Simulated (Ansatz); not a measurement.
A nudged elastic band was laid between two geometries of C₂H₅NOSe (10 atoms, charge 0, multiplicity 1).

All numbers below come from Ansatz 0.2.0, RKS B3LYP/def2-SVP.

```yaml
movable_images: 2
climbing_image: yes
spring: 5.0 eV/Å²
optimiser: quadratic models (default)
start_path: IDPP
force_threshold: 0.05 eV/Å
iteration_limit: 60
end_points: relaxed
```

First end point:

```xyz
10
Properties=species:S:1:pos:R:3
N -0.027 1.147 1.433
C -0.250 0.606 0.156
O 0.385 -0.723 0.021
C 0.296 -1.394 -1.104
Se -0.526 -0.941 -2.623
H 0.957 1.313 1.633
H -0.434 0.591 2.182
H -1.322 0.464 -0.047
H 0.175 1.239 -0.637
H 0.829 -2.352 -1.010
```

Last end point:

```xyz
10
Properties=species:S:1:pos:R:3
N -0.028 1.146 1.434
C -0.248 0.607 0.155
O 0.388 -0.722 0.020
C 0.296 -1.394 -1.104
Se -0.531 -0.944 -2.621
H -0.437 0.589 2.181
H 0.955 1.312 1.636
H -1.319 0.464 -0.051
H 0.178 1.241 -0.636
H 0.830 -2.351 -1.010
```

(1) Which bonds break or form, and what moves?

(2) What energy profile does the band end with?

(3) What is the geometry of the highest image?

Answers

(1) No bond is made or broken. The dihedral H6–N1–C2–O3 goes from 63 to -63°. The two ends are copies of one structure, up to a mirror image or an exchange of like atoms.

(2) The run converged. The highest image is number 1 of 0 to 3, 34.2 kJ/mol above the ends, which have the same energy within 2 meV. The dihedral H6–N1–C2–O3 jumps by 106° between images 1 and 2, so the path isn't resolved there. Another band between the same ends (9 images) ends at a top of the same energy, where a vibrational analysis finds 1 clearly imaginary mode. So few images can step over the top or miss a turn of the path.

```json
{"image": "0", "path coordinate (Å)": "0.00", "energy (kJ/mol)": "0.0", "dihedral H6–N1–C2–O3 (°)": "63"}
{"image": "1", "path coordinate (Å)": "1.45", "energy (kJ/mol)": "34.2", "dihedral H6–N1–C2–O3 (°)": "135"}
{"image": "2", "path coordinate (Å)": "2.56", "energy (kJ/mol)": "29.8", "dihedral H6–N1–C2–O3 (°)": "-119"}
{"image": "3", "path coordinate (Å)": "3.67", "energy (kJ/mol)": "0.0", "dihedral H6–N1–C2–O3 (°)": "-63"}
```

(3) 
```xyz
10
Properties=species:S:1:pos:R:3:forces:R:3
N -0.046 0.970 1.544 0.05 0.01 -0.01
C -0.187 0.592 0.155 0.00 0.01 0.02
O 0.137 -0.806 0.075 -0.01 -0.02 -0.01
C 0.045 -1.452 -1.070 0.04 0.01 0.00
Se -0.421 -0.826 -2.669 -0.01 0.00 0.00
H 0.457 1.853 1.620 -0.01 -0.01 0.00
H 0.521 0.271 2.025 -0.03 0.00 0.00
H -1.220 0.717 -0.215 -0.01 0.00 0.00
H 0.477 1.136 -0.545 0.00 0.01 0.00
H 0.321 -2.505 -0.916 -0.01 0.00 0.00
```

The run took 2.3 min on 2 threads of Intel(R) Xeon(R) 6975P-C (Granite Rapids) (shared host), peak memory 0.3 GiB.
